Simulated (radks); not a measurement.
Problem. The mean radii <r> (bohr) of the occupied orbitals of an atom or ion are listed with their occupations. Calculated with a radial shooting solver on a logarithmic mesh with Libxc functionals: scalar-relativistic Kohn-Sham, r2SCAN, spin-polarised, spherical densities, finite nucleus; meta-GGA in the generalised Kohn-Sham scheme; Fermi nuclear charge, rms radius of each element as measured or else 0.836 A^(1/3) + 0.57 fm.

| orbital | occ. | <r> |
|---|---|---|
| 1s up | 1 | 0.05848 |
| 1s down | 1 | 0.05846 |
| 2s up | 1 | 0.2651 |
| 2s down | 1 | 0.2650 |
| 2p up | 3 | 0.2340 |
| 2p down | 3 | 0.2340 |
| 3s up | 1 | 0.7230 |
| 3s down | 1 | 0.7271 |
| 3p up | 3 | 0.7276 |
| 3p down | 1 | 0.7319 |

Name the element and its charge. Open shells, if any, are filled with parallel spins first.

Solution. Z = 26, iron, charge +10: Fe10+ in [Ne] 3s2 3p4. The 1s radius gives Z: for a bare nucleus <r> = (2 gamma + 1)/(2Z) with gamma = sqrt(1 - (Z/c)^2), 0.05699 bohr for Z = 26, and screening makes it slightly larger (0.05848 here). The occupations add up to 16, and the charge is Z minus that.
